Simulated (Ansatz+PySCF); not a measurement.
The numbers below are computed, except where a source is named.
A run of Ansatz (development build ahead of 0.2.0) on singlet Li₆ at this shape:

```yaml
atoms:
  - { symbol: Li, position_ang: [2.6000, 0.0000, 0.0000] }
  - { symbol: Li, position_ang: [1.3000, 2.2517, 0.0000] }
  - { symbol: Li, position_ang: [-1.3000, 2.2517, 0.0000] }
  - { symbol: Li, position_ang: [-2.6000, 0.0000, 0.0000] }
  - { symbol: Li, position_ang: [-1.3000, -2.2517, 0.0000] }
  - { symbol: Li, position_ang: [1.3000, -2.2517, 0.0000] }
```

Its results:

```yaml
Converged: yes
Reference_energy: -44.57354 hartree
Correlation_energy: -0.07732 hartree
Total_energy: -44.65086 hartree
```

Forces (eV/Å):
| atom | Fx | Fy | Fz |
| --- | --- | --- | --- |
| Li1 | 0.507 | 0.000 | 0.000 |
| Li2 | 0.253 | 0.439 | 0.000 |
| Li3 | -0.253 | 0.439 | 0.000 |
| Li4 | -0.507 | 0.000 | 0.000 |
| Li5 | -0.253 | -0.439 | 0.000 |
| Li6 | 0.253 | -0.439 | 0.000 |

Which input gives this output? Name the method, the orbitals and the basis set, and write the input.

RHF-MP2 in 6-31G. An unrestricted run that stays on the closed shell gives the same numbers.

```yaml
crystal:
  periodic: [false, false, false]
  atoms:
    - { symbol: Li, position_ang: [2.6, 0.0, 0.0] }
    - { symbol: Li, position_ang: [1.3, 2.25167, 0.0] }
    - { symbol: Li, position_ang: [-1.3, 2.25167, 0.0] }
    - { symbol: Li, position_ang: [-2.6, 0.0, 0.0] }
    - { symbol: Li, position_ang: [-1.3, -2.25167, 0.0] }
    - { symbol: Li, position_ang: [1.3, -2.25167, 0.0] }
basis:
  gaussian: { orbitals: "6-31G" }
hamiltonian:
  xc: hf
correlation:
  method: mp2
  frozen_orbitals: { Li: 0 }
output:
  forces: true
```
